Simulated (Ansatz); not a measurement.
Two members of one family (Series (H2AlX)2), computed with Ansatz in the gas phase. The two geometries come from different levels. Binding counts from free atoms in the multiplicity of their measured ground term, without zero-point energy. The structures are stationary points that may keep the symmetry of their start.

First: (H2Al-mu-Br)2 (singlet, charge 0, PBE0-D4/def2-SVP geometry).

```tsv
atom	x (Å)	y (Å)	z (Å)
Al1	-1.1626	1.2366	0.2069
H2	-1.8491	1.3103	1.6242
H3	-1.4192	2.1663	-1.0411
Br4	1.2822	1.1110	0.5607
Al5	1.1625	-1.2365	-0.2064
H6	1.4162	-2.1634	1.0439
H7	1.8519	-1.3147	-1.6228
Br8	-1.2819	-1.1095	-0.5654
```

| level | HOMO (eV) | LUMO (eV) | gap (eV) | binding per atom (eV) |
| --- | --- | --- | --- | --- |
| PBE-D4/def2-SVP | -6.95 | -1.76 | 5.20 | 2.65 |
| PBE-D4/def2-TZVPD | -7.00 | -1.86 | 5.14 | 2.64 |
| r2SCAN-D4/def2-TZVP | -7.32 | -1.41 | 5.91 | 2.72 |
| PBE0-D4/def2-SVP | -8.24 | -1.01 | 7.23 | 2.66 |
| r2SCAN0-D4/def2-TZVP | -8.46 | -0.80 | 7.65 | 2.70 |

Second: (H2Al-mu-OH)2 (singlet, charge 0, r2SCAN-D4/def2-SVP geometry).

| atom | x (Å) | y (Å) | z (Å) |
| --- | --- | --- | --- |
| Al1 | 1.341 | -0.350 | -0.361 |
| H2 | 1.804 | -0.163 | -1.869 |
| H3 | 2.317 | -0.912 | 0.759 |
| O4 | -0.345 | -1.143 | -0.175 |
| Al5 | -1.341 | 0.350 | 0.361 |
| H6 | -1.805 | 0.164 | 1.869 |
| H7 | -2.316 | 0.913 | -0.759 |
| O8 | 0.345 | 1.142 | 0.175 |
| H9 | -0.507 | -2.051 | 0.104 |
| H10 | 0.507 | 2.051 | -0.103 |

Q: What does the change do? Estimate second minus first.

A: 
```
               level  Δ HOMO (eV)  Δ LUMO (eV)  Δ gap (eV)  Δ binding per atom (eV)
     PBE-D4/def2-SVP         0.56         0.68        0.12                     0.73
   PBE-D4/def2-TZVPD         0.49         0.34       -0.15                     0.72
 r2SCAN-D4/def2-TZVP         0.51         0.54        0.03                     0.69
    PBE0-D4/def2-SVP         0.52         0.75        0.24                     0.69
r2SCAN0-D4/def2-TZVP         0.46         0.53        0.07                     0.66
```
